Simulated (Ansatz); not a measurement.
Cartesian coordinates in Å:
```
B 0.684 0.143 -1.653
C 0.386 -0.148 -0.165
B 1.325 -0.911 0.796
C -0.763 0.291 0.325
C -1.885 0.721 0.804
H 1.712 -0.233 -2.135
H -0.107 0.741 -2.322
H 1.006 -1.093 1.935
H 2.374 -1.322 0.396
H -1.956 1.708 1.247
H -2.775 0.104 0.771
```

Charge 0, multiplicity 1.

Q: List the B3LYP/def2-TZVPP orbital energies in eV (the Gaussian-basis code of Ansatz). (An estimate is asked.)

A: Computed: Occupied: -278.66, -277.38, -276.65, -183.70, -183.70, -22.36, -19.85, -14.96, -14.03, -13.44, -12.86, -11.04, -10.51, -9.15, -8.79, -8.57, -7.61. Lowest empty: -2.57, -1.66, 0.06, 0.90, 1.20, 1.92, 2.35, 2.52.

B3LYP here is the variant with VWN-RPA as its local correlation; programs differ in this.
